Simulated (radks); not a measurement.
Problem. The calcium ion Ca2+ is in [Ar]. All-electron calculation, scalar-relativistic Kohn-Sham, PBEsol, spin-polarised, spherical densities, finite nucleus; Fermi nuclear charge, rms radius of each element as measured or else 0.836 A^(1/3) + 0.57 fm. Program: a radial shooting solver on a logarithmic mesh with Libxc functionals. Open shells are filled with parallel spins first. One electron is removed from 2p, 3p, 2s, 3s in turn, with full relaxation. Which removal costs least, and what does each cost?

Solution. 3p 50.843 eV; 3s 70.414 eV; 2p 374.02 eV; 2s 450.48 eV. The 3p electron leaves first.
